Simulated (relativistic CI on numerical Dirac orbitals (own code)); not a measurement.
# Sensitivity of the levels of Rh X to α and to the nuclear radius

Calculated at this level of theory: Dirac-Coulomb-Breit CI, orbitals from a KLI potential per configuration, derivatives by finite differences, unscaled Slater integrals, QED left out (own radial code, finite nucleus).

CI space (outside the closed core [Ar] 3d10): 4s²4p⁶, 4s²4p⁵4d, 4s4p⁶4d, 4s²4p⁵4f, 4s4p⁶4f, 4s²4p⁵5s, 4p⁶4d², 4p⁵4d³, 4p⁵4d²4f, 4p⁵4d²5s. Double excitations out of closed p, d and f shells are left out; levels of such configurations are missing from the list, as are those of other unlisted configurations, and high levels can miss mixing partners.

With x = (α/α₀)² − 1 an excitation energy changes as ω = ω₀ + qx; K = 2q/ω₀ is the relative enhancement. Terms are leading LS components, so labels can repeat. The field-shift factor is F = δν/δ⟨r²⟩ for the transition from the lowest level.

Lowest level 4s²4p⁶ ¹S0.

```tsv
Level	ω₀ (cm⁻¹)	q (cm⁻¹)	K	F (GHz/fm²)
4s²4p⁵4d ³P°0	386767	2732	0.0141	1.21
4s²4p⁵4d ³P°1	392051	6308	0.0322	1.19
4s²4p⁵4d ³P°2	402738	12980	0.0644	1.17
4s²4p⁵4d ³F°4	404307	8542	0.0423	1.15
4s²4p⁵4d ³F°3	407521	6459	0.0317	1.08
4s²4p⁵4d ³F°2	415979	10430	0.0501	1.07
4s²4p⁵4d ³D°3	432425	8108	0.0375	1.35
4s²4p⁵4d ³D°1	446027	23870	0.107	0.967
4s²4p⁵4d ¹D°2	447236	36810	0.165	0.623
4s²4p⁵4d ³D°2	457754	42380	0.185	0.734
4s²4p⁵4d ¹F°3	462143	44950	0.195	0.642
4s²4p⁵4d ¹P°1	569635	23160	0.0813	1.21
4s4p⁶4d ³D1	732923	49370	0.135	-40.3
4s4p⁶4d ³D2	735825	52430	0.143	-40.7
4s4p⁶4d ³D3	740545	57700	0.156	-41.3
4s²4p⁵5s ³P°2	743458	-18900	-0.0509	18.6
4s²4p⁵5s ¹P°1	748692	-18250	-0.0488	18.4
4s²4p⁵5s ³P°0	782069	22260	0.0569	17.8
4s²4p⁵5s ³P°1	785324	21830	0.0556	17.8
4s4p⁶4d ¹D2	792780	59930	0.151	-47.1
4s²4p⁵4f ³G5	860928	2978	0.00692	3.45
4s²4p⁵4f ³G4	866368	4450	0.0103	3.42
4s²4p⁵4f ³D1	873773	10630	0.0243	-3.78
```

At this charge energies of transitions that change n are usually good to better than 1 %, and those within a shell (Δn = 0) to a few per cent.
